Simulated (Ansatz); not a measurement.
Born–Oppenheimer molecular dynamics of FGeH$_{3}$O (6 atoms, charge 0, multiplicity 1). It starts from a relaxed structure.

All numbers below come from Ansatz 0.2.0, RHF/def2-SVP.

| Item | Value |
| --- | --- |
| ensemble | NVT, Langevin thermostat |
| time step | 1 fs |
| steps asked | 250 |
| set temperature | 300 K |
| friction | 0.02 /fs |
| seed | 223200 |

First frame:

```xyz
6
Properties=species:S:1:pos:R:3
Ge -0.189 0.043 -0.047
O -0.510 0.188 1.662
H -0.206 -0.499 2.235
F 1.517 -0.140 -0.226
H -0.599 1.349 -0.700
H -0.799 -1.222 -0.638
```

(1) What does the run give?

(2) What happens to the structure?

(3) How do temperature and energy run in time?

## Answers

(1) The run went to its last step.

| Property | Result |
| --- | --- |
| steps done | 250 |
| time covered | 250 fs |
| mean temperature over the second half | 288 K |
| spread of the potential energy over the second half | 9.6 meV per atom |
| mean potential energy of the second half above the start | 28.2 meV per atom |

A run of 0.25 ps of so small a system gives no equilibrium averages.

(2) The same pairs are bonded in the first frame and the last. Pairs count as bonded within 1.25 times the sum of covalent radii (0.12 Å more for H–H). Another seed would give other details.

(3) 
| time (fs) | T (K) | potential energy less start (eV) |
| --- | --- | --- |
| 0 | 250 | 0.000 |
| 8 | 153 | 0.111 |
| 16 | 100 | 0.123 |
| 24 | 274 | 0.086 |
| 32 | 267 | 0.081 |
| 40 | 304 | 0.169 |
| 48 | 142 | 0.288 |
| 56 | 331 | 0.223 |
| 64 | 207 | 0.215 |
| 72 | 182 | 0.171 |
| 80 | 275 | 0.138 |
| 88 | 314 | 0.160 |
| 96 | 481 | 0.150 |
| 104 | 306 | 0.344 |
| 112 | 417 | 0.187 |
| 120 | 284 | 0.220 |
| 128 | 369 | 0.188 |
| 136 | 412 | 0.222 |
| 144 | 482 | 0.236 |
| 152 | 217 | 0.303 |
| 160 | 321 | 0.214 |
| 168 | 324 | 0.164 |
| 176 | 246 | 0.149 |
| 184 | 254 | 0.178 |
| 192 | 213 | 0.110 |
| 200 | 241 | 0.066 |
| 208 | 188 | 0.187 |
| 216 | 375 | 0.148 |
| 224 | 223 | 0.189 |
| 232 | 171 | 0.129 |
| 240 | 240 | 0.135 |
| 248 | 312 | 0.190 |

The run took 6.2 min on 1 thread of Intel(R) Xeon(R) Platinum 8259CL CPU @ 2.50GHz (Skylake/Cascade Lake) (shared host), peak memory 0.15 GiB.
